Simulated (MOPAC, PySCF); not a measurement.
C₇H₁₄OSi, SMILES `O=CC1([SiH3])CCCCC1` (O–C–C–Si torsion 100°), neutral singlet in the gas phase. 

Cartesian coordinates (Å):
```xyz
23

O     -1.6406    -1.9675     0.9872
C     -1.5553    -1.1509     0.0878
C     -0.7765     0.1441     0.1439
Si    -2.1134     1.4950     0.4943
C      0.2527     0.1486     1.2958
C      1.4585    -0.7524     0.9862
C      2.1034    -0.3987    -0.3591
C      1.0792    -0.4637    -1.4983
C     -0.1240     0.4521    -1.2267
H     -2.1143    -1.3043    -0.8895
H     -1.4223     2.8312     0.4616
H     -2.7338     1.2718     1.8439
H     -3.1825     1.4668    -0.5645
H     -0.2454    -0.1913     2.2262
H      0.6065     1.1890     1.4700
H      2.2015    -0.6751     1.8072
H      1.1185    -1.8100     0.9696
H      2.5274     0.6302    -0.3085
H      2.9567    -1.0769    -0.5693
H      1.5489    -0.1891    -2.4660
H      0.7217    -1.5123    -1.6101
H     -0.8785     0.3509    -2.0375
H      0.2116     1.5125    -1.2444
```
Charge 0, spin multiplicity 1.

All levels are single points at this geometry (PBE-D3(BJ)/def2-SVP); Pople sets use spherical d functions. Orbital energies aren't observables, and empty levels follow the basis.

```
level                          HOMO (eV)  LUMO (eV)  gap (eV)  dipole (D)  vertical IE, Delta-SCF (eV)
-----------------------------  ---------  ---------  --------  ----------  ---------------------------
PBE-D3(BJ)/def2-TZVP in PySCF      -5.74      -2.03      3.71        2.67                         8.69
B3LYP/3-21G in PySCF               -6.58      -0.60      5.98        2.40                            –
B3LYP/6-311+G** in PySCF           -7.09      -1.27      5.82        2.88                            –
SVWN5/6-31G* in PySCF              -5.52      -1.90      3.63        2.54                         8.63
HF/STO-3G in PySCF                 -8.35       8.05     16.40        1.90                            –
PM7 in MOPAC                       -9.77       0.56     10.33        3.04                            –
```
